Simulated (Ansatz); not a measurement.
`[SiH3]/C=N\[SiH3]`, charge 0, multiplicity 1.

(1) Give a relaxed structure at PBE0-D4/def2-TZVP (Ansatz 0.2.0). (Estimate.)

Answers

(1) Ansatz gave: 
Cartesian coordinates in Å:
```
Si -0.9832 -1.3862 -0.1075
C 0.1149 -0.5031 1.1824
N 0.7720 0.5636 1.0079
Si 0.8934 1.5578 -0.4223
H -0.1432 -1.7776 -1.2695
H -1.6085 -2.5913 0.4951
H -2.0354 -0.4451 -0.5725
H 0.1839 -0.9716 2.1789
H -0.4461 2.0711 -0.8243
H 1.4714 0.7803 -1.5540
H 1.7809 2.7021 -0.1141
```
Point group Cs.
This is one stationary point; other conformers may exist.
